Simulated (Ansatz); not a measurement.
`CO[Si]O` + `N[Si](O)(F)F` → `N[Si]O` + `CO[Si](O)(F)F`  (redistribution)

Calculated with Ansatz (gas phase, PBE0-D4/def2-TZVP geometries, no zero-point term in ΔE). CCSD(T)/CBS is the MP2 limit (def2-TZVPP, def2-QZVPP) plus CCSD(T) − MP2 in def2-TZVPP, frozen cores. This one scheme is used for every species. Functionals use def2-TZVPP. HSE06 is defined as in plane-wave codes. Each species was taken in one conformer, which may not be the lowest.

```tsv
level	ΔE (kcal/mol)	difference from CCSD(T)/CBS
r2SCANh-D4	1.2	-0.1
BHLYP-D4	0.8	-0.5
ωB97X-V	1.5	0.2
r2SCANh	1.3	0.0
HSE06	1.6	0.3
BHLYP	0.9	-0.4
LC-ωPBE	2.0	0.7
HF/def2-SVP	0.2	-1.1
CCSD(T)/def2-SVP	1.2	-0.1
MP2/def2-QZVPP	1.6	0.3
CCSD(T)/CBS	1.3	0
```

**Question.** What do rigid-rotor, harmonic-oscillator terms from PBE0-D4/def2-TZVP frequencies (298.15 K, 1 bar) make of the CCSD(T)/CBS value? (Estimate.)

**Answer.** The calculation gave: ΔZPE = -0.2 kcal/mol, ΔH = +1.2 kcal/mol, ΔS = 9 J/(mol·K), ΔG = +0.6 kcal/mol.

Largest T1 diagnostic among the species: 0.014.

In def2-TZVPP, CCSD(T) changes the Hartree–Fock value by +1.5 kcal/mol (the triples alone add +0.3 kcal/mol) and MP2 by +1.8 kcal/mol. Leaving LDA and LC-ωPBE aside and taking each functional with its dispersion term where it has one, the values, not all of them listed here, spread over 1.2 kcal/mol, from BHLYP-D4 to PBE-D4. From BLYP to BHLYP (50 % exact exchange), in def2-TZVPP and without D4, ΔE moves by −0.9 kcal/mol.
